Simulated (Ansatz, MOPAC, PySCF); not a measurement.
Torsion F1–Ge2–S3–H4 in FGeHS (SMILES [F][Ge][SH]); at each angle all else is relaxed with GFN2-xTB, and the levels are single points there.
Geometry at 180° (charge 0, multiplicity 1):
```xyz
4

F      1.6739    -0.6334     0.1724
Ge     0.9292     0.9438    -0.3066
S     -1.1634     0.4355     0.3441
H     -1.6547     1.6158    -0.0284
```
Energies count from the point at 180°.

Cores are frozen in the correlated methods. Filled d and f shells under p-block atoms count as core. The state reached by PM6 isn't checked.

The values were computed with Ansatz (Gaussian orbitals); MOPAC for PM6 (differences of heats of formation); PySCF for the dispersion terms. 

Energies in kcal/mol.

```csv
dihedral (°),PM6,HF/def2-SVP,PBE0/def2-TZVPP,PBE0-D3(BJ)/def2-TZVPP,wB97M-V/def2-TZVPP,SCS-MP2/def2-QZVPP
0,-1.45,0.33,0.91,0.88,0.77,1.20
30,-0.09,2.78,3.08,3.05,2.89,3.24
60,2.85,7.76,7.77,7.75,7.43,7.65
90,4.70,10.33,10.41,10.40,9.96,10.03
120,3.63,7.71,7.55,7.55,7.30,7.35
150,1.19,2.55,2.40,2.40,2.35,2.38
180,0.00,0.00,0.00,0.00,0.00,0.00
210,1.19,2.55,2.40,2.40,2.35,2.38
240,3.63,7.71,7.55,7.55,7.30,7.35
270,4.70,10.33,10.41,10.40,9.96,10.03
300,2.85,7.76,7.77,7.75,7.43,7.65
330,-0.09,2.78,3.08,3.05,2.89,3.24
```

Ansatz is an electronic-structure program.
